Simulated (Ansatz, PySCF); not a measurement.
Gas-phase reaction in SMILES: [CH3][GeH2][CH3] [dimethylgermane] -> [CH3][GeH][CH3] + H atom (the Ge-H bond at the site shown breaks; other sites are not compared here)
Geometries: B3LYP-D3(BJ)/def2-TZVP minima from Ansatz (a first-principles code).

Wanted: bond dissociation energy (enthalpy at 298 K, with B3LYP-D3(BJ) rigid-rotor harmonic-oscillator terms from PySCF), in kJ/mol. Valence correlation only, unless marked. Open shells are spin-unrestricted. No spin-orbit coupling. The frozen core is the preceding noble-gas configuration, with the filled d and f shells of earlier blocks. No relativistic terms. CBS(X,Y): correlation extrapolated as X^-3; Hartree-Fock from the larger set.

CCSD(T)/CBS(aug-cc-pVTZ,aug-cc-pVQZ) (Ansatz) gives 359.5 kJ/mol.

Problem. Another calculation gave 350.4 kJ/mol. Which level was it?
A. SVWN5/def2-TZVPD (Ansatz)
B. B2PLYP/def2-TZVPD (Ansatz)
C. revPBE/def2-TZVPD (Ansatz)
D. wB97X-V/def2-TZVPD (Ansatz)

Solution. B, B2PLYP/def2-TZVPD (Ansatz). The others give 332.5 (revPBE), 382.5 (SVWN5), 363.3 (wB97X-V) kJ/mol.
